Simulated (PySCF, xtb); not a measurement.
CH8OW, SMILES C[O][WH5], multiplicity 1.

GFN2-xTB (xtb) at its own geometry gives an orbital gap of 4.18 eV and a dipole moment of 2.77 D.

Geometry optimised at B3LYP-D3(BJ)/def2-SVP. The spin state was assumed, not searched. The structure was generated by enumeration; whether it is a known compound was not checked. The def2 effective core potentials stand for the cores of W; spin–orbit coupling is left out.

Q: What does PySCF with PBE/def2-TZVPD give? (The exact figures need the calculation; the answer reports its results.)

A: gap 3.49 eV (levels -6.61 and -3.13 eV), dipole 2.85 D.
